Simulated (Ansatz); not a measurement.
Species: GaH2, charge -1, multiplicity 1. 
Coordinates optimised at B3LYP-D3(BJ)/def2-TZVP (Ansatz, a quantum-chemistry and plane-wave program):
```xyz
3

Ga     0.0690     0.0123     0.0207
H     -0.8666    -1.4150    -0.2692
H     -1.2720     1.0336    -0.3733
```
Charge -1, spin multiplicity 1.

Basis-set convergence of Hartree-Fock and CCSD(T) correlation energies (hartree) with Ansatz. Correlated levels leave the core frozen unless marked. No spin-orbit coupling. The frozen core is the preceding noble-gas configuration, with the filled d and f shells of earlier blocks. No relativistic terms.

The Hartree-Fock reference is unstable (checked in the largest basis), which strains HF and MP2. 

```
basis        functions        E(HF)  E(corr, CCSD(T))
-----------  ---------  -----------  ----------------
def2-SVPD           54  -1924.11139          -0.11158
def2-TZVPPD         88  -1924.36250          -0.12300
def2-QZVPPD        161  -1924.40447          -0.12663
```

Extrapolating the two largest sets (X = 3 and 4) as X^-3: E(corr) = (64·(-0.12663) - 27·(-0.12300))/37 = -0.1293 Eh, an estimate of the basis-set limit. The largest set recovers 98.0 % of it, the smallest 86.3 %.
